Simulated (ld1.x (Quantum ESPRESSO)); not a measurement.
## What one change does to a pseudopotential (Rh (Z = 45), PAW)

Rh (Z = 45), PAW, made with ld1.x (Quantum ESPRESSO) 7.5 (Wu–Cohen, scalar-relativistic). Core [Kr], reference 4d8 5s1 5p0. Waves: 5s (bound): rcut 2.00, rcutus 2.45 bohr; 5s channel at 0.7 Ry: rcut 2.00, rcutus 2.45 bohr; 5p (bound, empty): rcut 2.75, rcutus 3.15 bohr; 5p channel at 1.95 Ry: rcut 2.75, rcutus 3.15 bohr; 4d (bound): rcut 1.85, rcutus 2.40 bohr; 4d channel at 0.2 Ry: rcut 1.85, rcutus 2.40 bohr. Local part: all-electron potential smoothed inside 2.70 bohr (lloc = -1). Core correction: Bessel-smoothed model core inside 2.05 bohr. Augmentation charge: BESSEL, radius 2.10 bohr.

Change: all radii but the core radius scaled by about 1.36 (s 3.34, p 4.30, d 3.28 bohr, rcut 2.74/3.76/2.52); local potential all-electron potential smoothed inside 3.68 bohr (lloc = -1); augmentation BESSEL, radius 2.86 bohr.

Cutoffs: the cutoffs (Ry, on a coarse ladder) from which the occupation-weighted sum of valence levels, in a spherical-Bessel basis at the reference potential, stays within 10 and 1 mRy of its value at 400 Ry; they do not see the model core or the augmentation charge, which bear on the density cutoff. Errors are all-electron minus pseudo energies relative to the spin-unpolarised reference configuration.

Problem. What does the change do?

Solution. The potential gets softer (18 Ry and 30 Ry → 8 Ry and 12 Ry); the number of tests that count goes from 7 to 1; neither file shows a bound ghost at the reference potential, the only one tested. A larger radius leaves more room for a smooth pseudo-wave, so fewer plane waves are needed.

| quantity | base | changed |
| --- | --- | --- |
| cutoff, loose | 18 Ry | 8 Ry |
| cutoff, tight | 30 Ry | 12 Ry |
| loose cutoff by channel (10 mRy a level) | s 6 Ry, d 15 Ry | s 6 Ry, d 6 Ry |
| bound ghosts | none | none |
| tests counted (converged, no solver errors) | 7 of 7 | 1 of 7 |
| error for 4d7 5s2 5p0, meV [ΔE 2.45 eV] | -44 | -56 |
| lowest overlap eigenvalue by channel | s 0.44, p 0.60, d 0.54 | s 0.41, p 0.72, d 0.08 |

Changed file: Tests not counted: 4d8 5s0 5p0 (solver errors, printed error -500 eV); 4d7 5s0 5p0 (solver errors, printed error -409 eV); 4d6 5s0 5p0 (solver errors, printed error -320 eV); 4d8.5 5s0.5 5p0 (solver errors, printed error -575 eV); 4d7 5s1 5p0 (solver errors, printed error -476 eV); 4d7 5s1 5p1 (solver errors, printed error -524 eV).
